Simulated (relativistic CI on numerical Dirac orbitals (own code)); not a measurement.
## Mn⁶⁺: M2,3 absorption edge

Computed with this model: Dirac-Coulomb-Breit CI, orbitals from a KLI potential per configuration, a model potential for QED, multiplet model of core-to-valence dipole absorption, unscaled Slater integrals; configurations [Ar] 3d → [Ne] 3s2 3p5 3d2; 300 K; Lorentzian 0.48 eV and Gaussian 0.3 eV FWHM. Energies are those of the free ion, without screening or charge transfer. The branching ratio is the share of the lower-energy edge in the whole absorption, uncertain by about 0.02 where the edges overlap. S is read from ⟨S²⟩ = S(S + 1).

Field parameters in Wybourne normalisation: Td as Oh with Dq negative (B⁴₀ = 21Dq, B⁴₄ = √(5/14) B⁴₀). The field is a parameter set, without covalency.

Peaks in eV (height, largest 100): 64.2 (61), 64.7 (57), 70.4 (44), 71.7 (100).

Task: Which surroundings give this spectrum?
A. Td, 10Dq = -5900 cm⁻¹
B. Td, 10Dq = -15750 cm⁻¹
C. Td, 10Dq = -2600 cm⁻¹
D. free ion

Result: A. Td, 10Dq = -5900 cm⁻¹, where the ground state has S = 0.50.
